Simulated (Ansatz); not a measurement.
fluoromethylidenecyclobutane (C5H7F), SMILES FC=C1CCC1. Atoms are numbered in the order given.

```xyz
13

F     -0.3761     2.3489     0.0000
C      0.5616     1.3834     0.0000
C      0.2368     0.0965     0.0000
C     -1.0902    -0.6372     0.0000
C     -0.3005    -1.9822     0.0000
C      1.0450    -1.1906     0.0000
H      1.5815     1.7798     0.0000
H     -1.7145    -0.4574    -0.8905
H     -1.7145    -0.4574     0.8905
H     -0.4606    -2.6049     0.8916
H     -0.4606    -2.6049    -0.8916
H      1.6747    -1.3445    -0.8916
H      1.6747    -1.3445     0.8916
```

Geometry optimised at B3LYP-D3(BJ)/def2-SVP.

Two levels are set side by side: PBE-D3(BJ)/def2-SVP (Ansatz, a quantum-chemistry and plane-wave program) and B3LYP-D3(BJ)/def2-SVP (Ansatz). Each level has its own optimised geometry; the coordinates shown are those of the second. Differences are taken from unrounded values.

```json
[
 {"quantity": "mean bond length (Å)", "B3LYP-D3(BJ)": "1.272", "PBE-D3(BJ)": "1.278", "PBE-D3(BJ) minus B3LYP-D3(BJ)": "0.006"},
 {"quantity": "bond F1–C2 (Å)", "B3LYP-D3(BJ)": "1.346", "PBE-D3(BJ)": "1.351", "PBE-D3(BJ) minus B3LYP-D3(BJ)": "0.005"},
 {"quantity": "bond C2–C3 (Å)", "B3LYP-D3(BJ)": "1.327", "PBE-D3(BJ)": "1.338", "PBE-D3(BJ) minus B3LYP-D3(BJ)": "0.011"},
 {"quantity": "bond C3–C4 (Å)", "B3LYP-D3(BJ)": "1.516", "PBE-D3(BJ)": "1.517", "PBE-D3(BJ) minus B3LYP-D3(BJ)": "0.001"},
 {"quantity": "bond C3–C6 (Å)", "B3LYP-D3(BJ)": "1.520", "PBE-D3(BJ)": "1.521", "PBE-D3(BJ) minus B3LYP-D3(BJ)": "0.001"},
 {"quantity": "bond C4–C5 (Å)", "B3LYP-D3(BJ)": "1.560", "PBE-D3(BJ)": "1.561", "PBE-D3(BJ) minus B3LYP-D3(BJ)": "0.001"},
 {"quantity": "bond C5–C6 (Å)", "B3LYP-D3(BJ)": "1.561", "PBE-D3(BJ)": "1.562", "PBE-D3(BJ) minus B3LYP-D3(BJ)": "0.001"},
 {"quantity": "bond C2–H7 (Å)", "B3LYP-D3(BJ)": "1.094", "PBE-D3(BJ)": "1.103", "PBE-D3(BJ) minus B3LYP-D3(BJ)": "0.009"},
 {"quantity": "bond C4–H8 (Å)", "B3LYP-D3(BJ)": "1.102", "PBE-D3(BJ)": "1.110", "PBE-D3(BJ) minus B3LYP-D3(BJ)": "0.008"},
 {"quantity": "bond C4–H9 (Å)", "B3LYP-D3(BJ)": "1.102", "PBE-D3(BJ)": "1.110", "PBE-D3(BJ) minus B3LYP-D3(BJ)": "0.008"},
 {"quantity": "bond C5–H10 (Å)", "B3LYP-D3(BJ)": "1.099", "PBE-D3(BJ)": "1.107", "PBE-D3(BJ) minus B3LYP-D3(BJ)": "0.008"},
 {"quantity": "bond C5–H11 (Å)", "B3LYP-D3(BJ)": "1.099", "PBE-D3(BJ)": "1.107", "PBE-D3(BJ) minus B3LYP-D3(BJ)": "0.008"},
 {"quantity": "bond C6–H12 (Å)", "B3LYP-D3(BJ)": "1.102", "PBE-D3(BJ)": "1.111", "PBE-D3(BJ) minus B3LYP-D3(BJ)": "0.008"},
 {"quantity": "bond C6–H13 (Å)", "B3LYP-D3(BJ)": "1.102", "PBE-D3(BJ)": "1.111", "PBE-D3(BJ) minus B3LYP-D3(BJ)": "0.008"}
]
```

Exact exchange shortens and stiffens bonds; PBE has none. Differences between two approximate levels are no errors against the true value.
